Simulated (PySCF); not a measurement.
# Bond lengths and vibrations by method: B2ClH3N anion

Calculated results; nothing here was measured. The program is PySCF 2.14.0, an open-source quantum chemistry code, run on an isolated molecule that a program drew, which may never have been made. The molecule is B2ClH3N anion (charge -1, singlet), drawn as the SMILES string `N=B[BH2-]Cl`.

The geometry was optimised and harmonic frequencies were computed with HF and MP2, all in the aug-cc-pV(D+d)Z basis, for the commonest isotopes, with a restricted reference for singlets and an unrestricted one otherwise, and a frozen core in MP2. Each result is a local minimum of its method.

Geometry at the HF minimum:
```xyz
7
B2ClH3N anion, angstrom
N    -2.0925    2.2036    0.7442
B    -0.8497    2.3210    0.8168
B     0.8460    2.4983    1.0027
Cl    1.7009    2.2315   -0.7924
H    -3.0562    2.0930    0.5978
H     1.3171    1.6437    1.7323
H     1.1511    3.6225    1.3592
```

Lengths of the bonds as drawn, in Å (atoms numbered as above):
| bond | HF | MP2 |
|---|---|---|
| N1-B2 | 1.250 | 1.279 |
| B2-B3 | 1.715 | 1.710 |
| B3-Cl4 | 2.006 | 1.962 |
| N1-H5 | 0.981 | 0.999 |
| B3-H6 | 1.218 | 1.225 |
| B3-H7 | 1.218 | 1.225 |

Rotational constants, in GHz:
| constant | HF | MP2 |
|---|---|---|
| A | 19.24 | 19.69 |
| B | 2.4 | 2.404 |
| C | 2.172 | 2.181 |

Harmonic frequencies in cm^-1, each column in rising order, so a row needn't be the same motion in every method:
| rank | HF | MP2 |
|---|---|---|
| 1 | 142 | 130 |
| 2 | 292 | 216 |
| 3 | 317 | 272 |
| 4 | 323 | 289 |
| 5 | 397 | 399 |
| 6 | 533 | 555 |
| 7 | 709 | 696 |
| 8 | 786 | 728 |
| 9 | 943 | 908 |
| 10 | 1095 | ? |
| 11 | 1252 | 1174 |
| 12 | 1949 | 1802 |
| 13 | 2488 | 2438 |
| 14 | 2503 | 2467 |
| 15 | 4116 | 3873 |

**Estimate the missing MP2 frequency from the HF column.**

A single factor s that minimises the squared misfit of MP2 against s times HF over the other rows is sum(HF x MP2) / sum(HF^2) = 0.9541, with an rms misfit of 43 cm^-1. For rank 10 it gives 0.9541 x 1095 = 1045 cm^-1. The calculation gives 1034 cm^-1, 11 cm^-1 below the estimate. The drawn bonds are on average 0.5 % longer in MP2 than in HF.
